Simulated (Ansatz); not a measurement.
Br2FGa (`[F][Ga]([Br])[Br]`), relaxed with RKS PBE0-D4/def2-TZVP in Ansatz from a PBE-D4/def2-SVP geometry. The force threshold is 0.005 eV/Å; the program also tests the step.

The species carries charge 0 and has multiplicity 1.

Start:

```xyz
4

F     1.063   -1.361    0.667
Ga    0.053   -0.068    0.033
Br   -1.870    0.421    1.141
Br    0.754    1.008   -1.842
```

Q: How much energy does the relaxation release, and in how many steps? (Estimate.)

A: Ansatz gave: 0.01 eV, in 3 steps.

Q: Which bonds change most? (An estimate is asked.)

A: Ansatz gave: Ga2–Br4 from 2.273 to 2.250 Å; Ga2–Br3 from 2.273 to 2.250 Å; F1–Ga2 from 1.758 to 1.737 Å.

Q: Give the relaxed structure. (Best estimate.)

A: Computed: 
```xyz
4

F     1.049   -1.344    0.658
Ga    0.052   -0.067    0.033
Br   -1.851    0.414    1.132
Br    0.749    0.996   -1.823
```
